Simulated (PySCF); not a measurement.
A calculated (UHF, PySCF 2.14, x2c-TZVPall, scalar relativity by spin-free X2C-1e) atom or ion has these occupied shells.

```csv
shell,electrons,orbital energy (eV),"rms radius, mean of both spins (bohr)"
1s,2,-25652.5,0.0357
2s,2,-3869.5,0.146
2p,6,-3466.4,0.130
3s,2,-752.64,0.392
3p,6,-616.70,0.394
3d,10,-401.93,0.376
4s,2,-124.23,0.980
4p,6,-82.788,1.08
4d,10,-22.047,1.51
```

Question: Name the element and its charge.

Answer: Ag⁺ (silver, charge +1), in [Kr] 4d10, closed-shell 1S.
